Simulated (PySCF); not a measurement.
PySCF input for Sn(H)(Cl)2(vinyl) (C2H4Cl2Sn), SMILES C=[CH][SnH]([Cl])[Cl], IEF-PCM-PBE0/def2-SVP. Geometry optimised at PBE0-D3(BJ)/def2-SVP. The structure was generated by enumeration; whether it is a known compound was not checked. The def2 effective core potentials stand for the cores of Sn; spin–orbit coupling is left out. The values are those of a single conformer.

```python
import numpy as np
from pyscf import gto, scf, dft
from pyscf.solvent import pcm

mol = gto.M(
    atom='''
    Sn    0.24213623   -0.11711220    0.39519157
    Cl   -0.59374520    2.03572519   -0.04718632
    Cl    1.70946411   -0.65555181   -1.35877610
    C    -1.44555783   -1.39291211    0.29925802
    C    -2.65646778   -0.89707077    0.03919754
    H     1.19057237   -0.02619976    1.80885115
    H    -1.29414326   -2.46740668    0.45175672
    H    -3.53673499   -1.54733268   -0.02382333
    H    -2.82157326    0.17349890   -0.12573487
    ''',
    basis='def2-SVP',
    ecp={'Sn': 'def2-svp'},
    charge=0,
    spin=0,
    max_memory=1600,
    verbose=3,
)
mf = dft.RKS(mol, xc='pbe0').density_fit(auxbasis='def2-universal-jkfit')
mf.grids.level = 3
mf.conv_tol = 1e-9
mf.max_cycle = 100
mf.kernel()
res = {}
for name, eps in {'water': 78.355, 'toluene': 2.3741, 'N,N-dimethylformamide': 37.219}.items():
    s = mf.PCM()
    s.with_solvent.method, s.with_solvent.eps, s.with_solvent.lebedev_order = 'IEF-PCM', eps, 29
    s.kernel(mf.make_rdm1())
    res[name] = (s.e_tot, eps, s.dip_moment(), s.mo_energy, s.converged)
    print(f'{name}: electrostatic solvation free energy {(s.e_tot - mf.e_tot) * 627.509474:.3f} kcal/mol')
```

Program output:

```
converged SCF energy = -1212.62620933862

WARN: PCM is an experimental feature. It is still in testing.
Features and APIs may be changed in the future.

converged SCF energy = -1212.63343121465
Dipole moment(X, Y, Z, Debye): -1.94759, -2.65046,  2.83054
water: electrostatic solvation free energy -4.532 kcal/mol

WARN: PCM is an experimental feature. It is still in testing.
Features and APIs may be changed in the future.

converged SCF energy = -1212.62955437259
Dipole moment(X, Y, Z, Debye): -1.80945, -2.31974,  2.41213
toluene: electrostatic solvation free energy -2.099 kcal/mol

WARN: PCM is an experimental feature. It is still in testing.
Features and APIs may be changed in the future.

converged SCF energy = -1212.63326110144
Dipole moment(X, Y, Z, Debye): -1.94303, -2.63554,  2.81083
N,N-dimethylformamide: electrostatic solvation free energy -4.425 kcal/mol
```

The calculation finished and met its thresholds.

Cost: very roughly 60 core-seconds.
